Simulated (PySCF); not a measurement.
Species: C₂H₉ClSi₃.
SMILES with atom numbers: `[CH3:1][C@H:2]1[SiH2:3][Si@@H:4]([Cl:5])[SiH2:6]1`

Structure used (GFN2-xTB), in Å, numbered top down from 1:
```xyz
15
C2H9ClSi3 angstrom
C     -2.0196    0.0293    0.1211
C     -0.6273    0.3845   -0.3919
Si     0.5514    1.1785    0.9351
Si     2.2134   -0.2701    0.1381
Cl     3.1527   -1.5032    1.4758
Si     0.3968   -1.1202   -1.0755
H     -2.5380    0.9137    0.4897
H     -2.6268   -0.4109   -0.6690
H     -1.9588   -0.6888    0.9364
H     -0.7667    1.1045   -1.2054
H      0.0090    0.9928    2.2865
H      0.6696    2.6329    0.7622
H      3.3427    0.3050   -0.6063
H      0.4153   -1.1487   -2.5447
H     -0.2181   -2.3913   -0.6740
```

Probes without a nucleus sit at each ring's centroid and 1 Å off its mean plane on both sides; NICS is minus the shielding there, NICSzz its component along the normal. Level: GIAO PBE0/pcSseg-1 (PySCF, non-relativistic, gas phase) on the GFN2-xTB geometry, one conformer.

Ring bond lengths (Å), with Mayer bond orders in brackets: C2–Si3 1.944 (0.86), Si3–Si4 2.344 (0.84), Si4–Si6 2.344 (0.84), Si6–C2 1.944 (0.86).

Give the NICS values of each ring in ppm.

```csv
ring,type,NICS(0),"NICS(1), two faces","NICS(1)zz, two faces",rms pucker (Å),"centre to ring atoms, mean (Å)"
C2–Si3–Si4–Si6,4-membered ring with 3 Si; formal bonds all single,0.0,-2.7 / 0.0,2.4 / 7.1,0.07,1.51
```

What can be read from them?

- C2–Si3–Si4–Si6: mean NICS(1)zz 4.8 ppm, deshielded. C2, Si3, Si4, Si6 have four or more neighbours, so the value isn't read as a sign of a π ring current. The two faces differ by 4.7 ppm, so no symmetry operation interchanges them.

What field does 11.7 T along the ring normal induce along that normal at the first NICS(1) probe listed for ring C2–Si3–Si4–Si6, 1 Å off the ring?

NICSzz × B0 = 2.4 ppm × 11.7 T = 28 μT, along the applied field.

What are the shieldings of the ring atoms and their hydrogens in the same run (means over atoms taken as equivalent)?

```csv
atoms,environment,σ isotropic (ppm),"principal values of the symmetric part, first atom (ppm)"
C2,sp3 carbon bound to silicon,182.0,"164.8, 181.6, 199.5"
Si3 (×2),SiH2 silicon,385.1,"326.5, 358.7, 470.2"
Si4,chlorine-bound silicon,350.0,"266.9, 371.4, 411.7"
H10,methine hydrogen,30.48,"26.8, 28.6, 36.1"
H11 (×2),Si–H hydrogen,27.19,"24.5, 25.9, 31.2"
H12 (×2),Si–H hydrogen,26.93,"23.5, 25.1, 32.2"
H13,Si–H hydrogen,25.55,"21.4, 24.9, 30.3"
```

On one thread of an Arm Neoverse V1, on a shared host, this took 26 s wall and 0.77 GiB of memory at its peak. This is the whole shielding run at PBE0/pcSseg-1, SCF included.
